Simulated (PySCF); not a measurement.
## BaH2: bending curve

Level of theory: PySCF, PBE0, basis Ba x2c-TZVPall, H x2c-TZVPall (spin-free X2C, no spin–orbit coupling, density fitting).

Rigid scan from the singlet minimum (Ba–H 2.255 Å (×2); H–Ba–H 115.1°). Coordinate: the H–Ba–H angle, bonds fixed. Energies in kJ/mol from the minimum.

Predict the curve at 80, 90, 100, 110, 120, 130, 140, 150, 160, 170, 180.


| bond angle (°) | E (kJ/mol) | dipole size (D) |
| --- | --- | --- |
| 80 | 24.1 | 8.75 |
| 90 | 11.8 | 8.32 |
| 100 | 3.9 | 7.81 |
| 110 | 0.2 | 7.23 |
| 120 | 0.8 | 6.58 |
| 130 | 5.7 | 5.86 |
| 140 | 14.5 | 5.03 |
| 150 | 25.9 | 4.06 |
| 160 | 37.7 | 2.90 |
| 170 | 46.8 | 1.53 |
| 180 | 50.3 | 0.00 |

With the bonds held, the linear shape lies 50.3 kJ/mol from the minimum.

Other isomers or separated fragments may lie lower.
